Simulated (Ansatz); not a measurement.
Reaction (hydrogenolysis of a Ge–F bond): `[F][Ge]([F])([F])[GeH3]` + H₂ → `[F][GeH]([F])[GeH3]` + H–F

Calculated with Ansatz (gas phase, PBE0-D4/def2-TZVP geometries, no zero-point term in ΔE). CCSD(T)/CBS adds triple-zeta CCSD(T) − MP2 to the extrapolated MP2 energy (def2 sets, frozen cores). This one scheme is used for every species. DFT in def2-TZVPP. For Ge outer-core shells are correlated without core-valence functions, which leaves a few kJ/mol of doubt a bond. Scalar relativity is left out up to krypton.

Question: Is it downhill or uphill in electronic energy at CCSD(T)/CBS, and by how much? (Best estimate.)

Answer: Ansatz gave: Uphill: ΔE = +55.2 kJ/mol.

Question: What do these levels give: revPBE-D4, r2SCAN0-D4, CAM-B3LYP-D4, ωB97M-V, r2SCAN0, LC-ωPBE, RPA@PBE/def2-TZVPP, HF/def2-SVP, MP2/def2-SVP, MP2/def2-TZVPP, CCSD(T)/def2-TZVPP, CCSD/CBS(def2)? (Best estimate.)

Answer: The calculation gave: revPBE-D4 60.3, r2SCAN0-D4 60.6, CAM-B3LYP-D4 62.0, ωB97M-V 61.3, r2SCAN0 60.1, LC-ωPBE 55.9, RPA@PBE/def2-TZVPP 58.0, HF/def2-SVP 49.2, MP2/def2-SVP 68.0, MP2/def2-TZVPP 62.6, CCSD(T)/def2-TZVPP 58.9, CCSD/CBS(def2) 52.4 kJ/mol.

Question: What do rigid-rotor, harmonic-oscillator terms from PBE0-D4/def2-TZVP frequencies (298.15 K, 1 bar) make of the CCSD(T)/CBS value? (Best estimate.)

Answer: Computed: ΔZPE = +12.3 kJ/mol, ΔH = +65.0 kJ/mol, ΔS = 30 J/(mol·K), ΔG = +55.9 kJ/mol.

Largest T1 diagnostic among the species: 0.013.

From BLYP to BHLYP (50 % exact exchange), in def2-TZVPP and without D4, ΔE moves by −5.6 kJ/mol. Leaving LDA and LC-ωPBE aside and taking each functional with its dispersion term where it has one, the values, not all of them listed here, spread over 14.6 kJ/mol, from HSE06-D4 to r2SCAN-D4. LDA lies −3.8 kJ/mol from PBE without D4. At CCSD(T), def2-SVP lies +6.8 kJ/mol from the extrapolated value and def2-TZVPP +3.8 kJ/mol.
